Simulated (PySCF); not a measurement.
gold atom (Au), doublet (core potentials on Au). Base run: PBE0/def2-SV(P) (PySCF).

Input for PySCF:
```python
from pyscf import gto, scf, dft

mol = gto.M(
    atom='''
Au    0.00000000    0.00000000    0.00000000
''',
    basis='def2-sv(p)',
    ecp={'Au': 'def2-sv(p)'},
    spin=1,
    verbose=4,
)

mf = dft.UKS(mol)
mf.xc = 'pbe0'
mf.kernel()
mf.analyze()
```

Variants of this job, named by their change:

```csv
change,basis functions,E (Eh),HOMO (eV)
base,25,-135.69676,-6.66
basis = ANO-RCC-VDZP; relativity = spin-free X2C (without ecp={'Au': 'def2-sv(p)'}),59,-19017.49324,-6.65
basis = Sapporo-DKH3-DZP-2012; relativity = none (without ecp={'Au': 'def2-sv(p)'}),65,-15501.73760,-0.64
basis = x2c-TZVPall; relativity = none (without ecp={'Au': 'def2-sv(p)'}),81,-17153.10513,-3.88
basis = Sapporo-DKH3-DZP-2012; relativity = spin-free X2C (without ecp={'Au': 'def2-sv(p)'}),65,-19015.81190,-6.44
basis = Sapporo-DKH3-DZP-2012; relativity = spin-free X2C; nucleus = Gaussian (with nucmod='G'; without ecp={'Au': 'def2-sv(p)'}),65,-19013.04507,-6.43
basis = ANO-RCC-VDZP; relativity = none (without ecp={'Au': 'def2-sv(p)'}),59,-15351.22999,-1.27
basis = ANO-RCC-VDZP; relativity = spin-free X2C; nucleus = Gaussian (with nucmod='G'; without ecp={'Au': 'def2-sv(p)'}),59,-19013.71423,-6.64
basis = x2c-TZVPall; relativity = spin-free X2C; nucleus = Gaussian (with nucmod='G'; without ecp={'Au': 'def2-sv(p)'}),81,-19014.31615,-6.74
basis = x2c-TZVPall; relativity = spin-free X2C (without ecp={'Au': 'def2-sv(p)'}),81,-19017.50137,-6.75
```

Totals shift with the method and basis; they matter in differences.

Open shells are given as the SCF converged; they aren't shown to be the lowest states, and a large step between rows can be another state.

Basis sets contracted for a relativistic Hamiltonian are a mismatch without it, so the rows without relativity aren't non-relativistic limits. No row has spin-orbit coupling; sets with core potentials leave out the core electrons.
